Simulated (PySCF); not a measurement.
PySCF input (B3PW91/6-31G* (5d)):

```python
from pyscf import gto, dft

mol = gto.M(
    atom='''
    B     0.03154051    0.00000000   -0.86289106
    N    -0.04724772    0.00000000    0.41798935
    H     0.17303150    0.00000000    1.38852984
    ''',
    basis='6-31g*',
    charge=-1,
    spin=0,
    verbose=4,
)

mf = dft.RKS(mol, xc='b3pw91')
mf.grids.level = 3
mf.conv_tol = 1e-9
mf.max_cycle = 100
mf.max_memory = 1500
mf.kernel()
if not mf.converged:
    mf = mf.newton()
    mf.kernel(mf.make_rdm1())
mf.dip_moment()
```

Q: Predict the final energy.

A: -80.09848 Eh.
